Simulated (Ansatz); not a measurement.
`F/C=[C](/[AlH2])[SiH3]` + H₂ → `F/C=C/[SiH3]` + `[AlH3]` at 400 K and 1 bar (hydrogenolysis of a C–Al bond).

Gas-phase electronic energies from Ansatz, PBE0-D4/def2-TZVP geometries. CCSD(T)/CBS is the MP2 limit (def2-TZVPP, def2-QZVPP) plus CCSD(T) − MP2 in def2-TZVPP, frozen cores. This one scheme is used for every species. Double bonds are as drawn, so ΔE can hold a change between cis and trans.

```
                 species  CCSD(T)/CBS energy (Eh)  H − E (kJ/mol)  S (J/(mol·K))
`F/C=[C](/[AlH2])[SiH3]`               -710.55754           203.4          409.5
                      H₂                 -1.17544            38.0          139.0
          `F/C=C/[SiH3]`               -467.94748           183.4          334.5
                `[AlH3]`               -243.78045            63.6          220.9
```

H − E and S are ideal-gas, rigid-rotor, harmonic terms from PBE0-D4/def2-TZVP. For small species the MP2-based limit differs from directly extrapolated CCSD(T) by up to some mEh (0.8 for H₂); such offsets cancel only in part. 1 Eh = 2625.50 kJ/mol, R = 8.31446 J/(mol·K).

Problem. By hand: ΔE, ΔH, ΔS and ΔG.

Solution. ΔE = (-467.94748) + (-243.78045) − (-710.55754) − (-1.17544) = 0.00505 Eh = 13.3 kJ/mol. Δ(H − E) = 183.4 + 63.6 − 203.4 − 38.0 = 5.6, so ΔH = 18.9 kJ/mol. ΔS = 334.5 + 220.9 − 409.5 − 139.0 = 6.9 J/(mol·K). ΔG = 18.9 − 400 × (6.9)/1000 = 16.1 kJ/mol.

Problem. By hand: the equilibrium constant, and the temperature at which ΔG would vanish if ΔH and ΔS stayed fixed.

Solution. log₁₀ K = −ΔG/(RT ln 10) = -2.1. ΔG = 0 at ΔH/ΔS = 2739 K, far beyond where these terms or the molecules hold.

The number of gas molecules stays the same, so ΔS is small and ΔH decides. A doubt of 5 kJ/mol in ΔE shifts log₁₀ K by 0.7 here. Modes under 60 cm⁻¹, often nearly free rotors, make the harmonic entropy too high. These are equilibria of isolated gas molecules and say nothing of rates. Largest T1 diagnostic: 0.013 (customary marks: 0.02 for closed shells, 0.045 for open ones).
